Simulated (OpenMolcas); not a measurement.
K I: from CASSCF to CASPT2

| Property | Result |
| --- | --- |
| Program | OpenMolcas 26.06 |
| Basis | ANO-RCC [10s9p5d3f2g] |
| Scalar Hamiltonian | DKH2, point nucleus |
| Active space | 1 electron in 9 orbitals (3d 4s 4p) |
| State averaging | 2S+1 = 2 even, 1 root; 2S+1 = 2 odd, 3 roots |
| Spin-orbit coupling | state interaction with AMFI integrals over the reference wave functions, term energies averaged over their components |

Methods on the same reference wave functions:
A. CASSCF
B. SS-CASPT2, IPEA 0.25 Eh, imaginary shift 0.1 Eh (closed shells correlated: 3s 3p)

Energies in cm-1 above 4s 2S 1/2, the measured ground level; measured values from NIST Handbook of Basic Atomic Spectroscopic Data.

```
     Level      A      B  Measured
 4s 2S 1/2    0.0    0.0       0.0
4p 2P* 1/2  11494  13136     12985
4p 2P* 3/2  11530  13172     13043
```

Deviations, from unrounded energies. A percentage is the sum of absolute deviations over the sum of measured energies, with the sign that they share, or ± where signs differ.

```csv
Against measurement,Levels,A,B
mean absolute deviation (cm-1),2,1500,140
other configurations (%),2,-11.5,+1.1
```

B lies closest to measurement on these levels. The largest miss of B in the table is 4p 2P* 1/2, by +150 cm-1. The ranking rests on the paired levels alone, and a cruder setting can come out closer through cancelling errors.

The lowest spin-free term lies below A's lowest term by 0.254 hartree in B.

ANO sets are built for ground and valence states and can reach diffuse excited orbitals poorly. No level of 3d was computed, though it lies in the active space. With one active electron the reference holds no correlation, so core polarisation is missing (holds for A). With one active electron, CASPT2 adds the correlation within the correlated inactive shells and between them and that electron, and leaves the splitting within a term as the reference gives it (holds for B). Measured partners are found by configuration, term and J. A level has none where our copy of the source lacks it or the pairing is in doubt (some pairs that miss far off the trend of their configuration count as doubtful), and it then counts in no deviation. Levels of configurations outside the active space are missing.

* marks odd parity.
